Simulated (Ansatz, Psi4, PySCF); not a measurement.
C$_{3}$H$_{7}$O, doublet, at a GFN2-xTB geometry. Base run: HF/6-31G* (PySCF).

PySCF was given this input:
```python
from pyscf import gto, scf

mol = gto.Mole()
mol.atom = '''
    C     1.476361    0.466901    0.436562
    O     0.679123    0.162342   -0.623213
    C    -0.432809   -0.654260   -0.344227
    C    -1.535893    0.105149    0.390271
    H     2.335845    1.048988    0.169802
    H     1.504872   -0.204834    1.278488
    H    -0.120268   -1.523880    0.251816
    H    -0.793488   -1.000427   -1.316698
    H    -1.861638    0.954622   -0.204428
    H    -1.161662    0.471863    1.343366
    H    -2.382598   -0.551801    0.567726
'''
mol.basis = '6-31g*'
mol.charge = 0
mol.spin = 1
mol.verbose = 4
mol.build()

mf = scf.UHF(mol)
mf.kernel()
```

The same geometry, method and basis name were run in Ansatz (a program for electronic structure) and Psi4 and PySCF, at each program's defaults and at the settings that a row names. The base is PySCF at its defaults. Differences at the defaults can come from grids, fitting, cores and function types together.

| code and settings | ΔE vs base (µEh) | basis functions | E (Eh) | SCF cycles | dipole (D) |
|---|---|---|---|---|---|
| PySCF, defaults (exact integrals, spherical functions) | 0.0 | 70 | -192.47406 | 13 | 1.41 |
| Psi4, defaults (density fitting with its default set, Cartesian functions) | -1036 | 74 | -192.47510 | 11 | 1.42 |
| Ansatz, defaults (factorised integrals, Cartesian functions) | -1181 | 74 | -192.47525 | - | - |
| PySCF, density fitting with def2-universal-jkfit | 84.0 | 70 | -192.47398 | 13 | 1.41 |
| Psi4, exact integrals, spherical functions | 0.0 | 70 | -192.47406 | 16 | 1.41 |
| Ansatz, high accuracy, Cartesian functions as the basis file defines them | -1185 | 74 | -192.47525 | - | - |

Open shells are given as the SCF converged; they aren't shown to be the lowest states, and a large step between rows can be another state.
